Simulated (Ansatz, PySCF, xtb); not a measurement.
Pulling on the Be1–H2 bond and 1 like it together in BeH2 (SMILES [BeH2]) (multiplicity 1 held, fragments rigid). Energies count from the point at 1.330 Å.
Geometry at that point (charge 0, multiplicity 1):
```xyz
3

Be     0.000     0.000     0.000
H      0.000     0.000    -1.330
H      0.000     0.000     1.330
```

U- levels take the lowest unrestricted solution at each point, which mixes spins at long bonds. Active spaces are followed from a long bond inwards. Full CI gives the lowest state of the spin. Left out are points that failed, MP2 points that dive below the minimum, coupled-cluster points behind a jump of the amplitudes or a sharp parting from full CI or MRCI, small-basis points behind a change of solution, and semi-empirical points at long bonds. Levels need not reach the same state.

Cores are frozen in the correlated methods. Rows in 6-31G* carry no dispersion term and start afresh at each structure (6-31G* with six Cartesian d functions). MP2/6-31G* freezes PySCF's default core, which is smaller on s-block atoms.

The values were computed with Ansatz (a first-principles code) with Gaussian orbitals; PySCF for 6-31G* rows; xtb for the GFN methods. Values without a source in brackets are computed. The GFN methods have no spin term and hold the electronic entropy of 300 K.

Energies in kcal/mol.

```json
[
 {"R (Å)": "1.064", "GFN2-xTB": "23.4", "R-MP2/6-31G*": "39.7", "U-CCSD(T)/cc-pVTZ": "38.1", "CASSCF(4,4)/cc-pVTZ": "41.5", "FIC-MRCISD+Q on CASSCF(4,4)/cc-pVTZ": "38.1", "FCI/cc-pVTZ": "38.2"},
 {"R (Å)": "1.197", "GFN2-xTB": "1.9", "R-MP2/6-31G*": "8.3", "U-CCSD(T)/cc-pVTZ": "8.0", "CASSCF(4,4)/cc-pVTZ": "10.0", "FIC-MRCISD+Q on CASSCF(4,4)/cc-pVTZ": "7.9", "FCI/cc-pVTZ": "8.0"},
 {"R (Å)": "1.330", "GFN2-xTB": "0.0", "R-MP2/6-31G*": "0.0", "U-CCSD(T)/cc-pVTZ": "0.0", "CASSCF(4,4)/cc-pVTZ": "0.0", "FIC-MRCISD+Q on CASSCF(4,4)/cc-pVTZ": "0.0", "FCI/cc-pVTZ": "0.0"},
 {"R (Å)": "1.463", "GFN2-xTB": "7.3", "R-MP2/6-31G*": "5.3", "U-CCSD(T)/cc-pVTZ": "5.0", "CASSCF(4,4)/cc-pVTZ": "2.8", "FIC-MRCISD+Q on CASSCF(4,4)/cc-pVTZ": "5.0", "FCI/cc-pVTZ": "4.9"},
 {"R (Å)": "1.596", "GFN2-xTB": "18.9", "R-MP2/6-31G*": "18.5", "U-CCSD(T)/cc-pVTZ": "17.3", "CASSCF(4,4)/cc-pVTZ": "12.9", "FIC-MRCISD+Q on CASSCF(4,4)/cc-pVTZ": "17.4", "FCI/cc-pVTZ": "17.3"},
 {"R (Å)": "1.796", "GFN2-xTB": "39.0", "R-MP2/6-31G*": "45.5", "U-CCSD(T)/cc-pVTZ": "42.3", "CASSCF(4,4)/cc-pVTZ": "34.7", "FIC-MRCISD+Q on CASSCF(4,4)/cc-pVTZ": "42.5", "FCI/cc-pVTZ": "42.2"},
 {"R (Å)": "1.995", "GFN2-xTB": "60.6", "R-MP2/6-31G*": "75.3", "U-CCSD(T)/cc-pVTZ": "69.4", "CASSCF(4,4)/cc-pVTZ": "58.8", "FIC-MRCISD+Q on CASSCF(4,4)/cc-pVTZ": "69.5", "FCI/cc-pVTZ": "69.1"},
 {"R (Å)": "2.328", "GFN2-xTB": "96.5", "R-MP2/6-31G*": "122.3", "U-CCSD(T)/cc-pVTZ": "111.9", "CASSCF(4,4)/cc-pVTZ": "94.7", "FIC-MRCISD+Q on CASSCF(4,4)/cc-pVTZ": "109.3", "FCI/cc-pVTZ": "108.7"},
 {"R (Å)": "2.660", "GFN2-xTB": "130.7", "R-MP2/6-31G*": "160.5", "U-CCSD(T)/cc-pVTZ": "137.3", "CASSCF(4,4)/cc-pVTZ": "119.1", "FIC-MRCISD+Q on CASSCF(4,4)/cc-pVTZ": "134.6", "FCI/cc-pVTZ": "133.8"},
 {"R (Å)": "3.059", "GFN2-xTB": "167.0", "R-MP2/6-31G*": "189.9", "U-CCSD(T)/cc-pVTZ": "143.7", "CASSCF(4,4)/cc-pVTZ": "129.8", "FIC-MRCISD+Q on CASSCF(4,4)/cc-pVTZ": "143.2", "FCI/cc-pVTZ": "143.2"},
 {"R (Å)": "3.591", "GFN2-xTB": "201.9", "R-MP2/6-31G*": "187.0", "U-CCSD(T)/cc-pVTZ": "144.4", "CASSCF(4,4)/cc-pVTZ": "130.3", "FIC-MRCISD+Q on CASSCF(4,4)/cc-pVTZ": "144.3", "FCI/cc-pVTZ": "144.5"},
 {"R (Å)": "4.256", "GFN2-xTB": "215.9", "R-MP2/6-31G*": "left out", "U-CCSD(T)/cc-pVTZ": "144.4", "CASSCF(4,4)/cc-pVTZ": "129.9", "FIC-MRCISD+Q on CASSCF(4,4)/cc-pVTZ": "144.2", "FCI/cc-pVTZ": "144.5"}
]
```

Doubts at one or more of the structures used: a restricted determinant that unrestricted orbitals would lower (R-MP2/6-31G*); T1 above 0.05 (U-CCSD(T)/cc-pVTZ); a spin-contaminated determinant (U-CCSD(T)/cc-pVTZ); the program's own flag: large difference (U-CCSD(T)/cc-pVTZ).
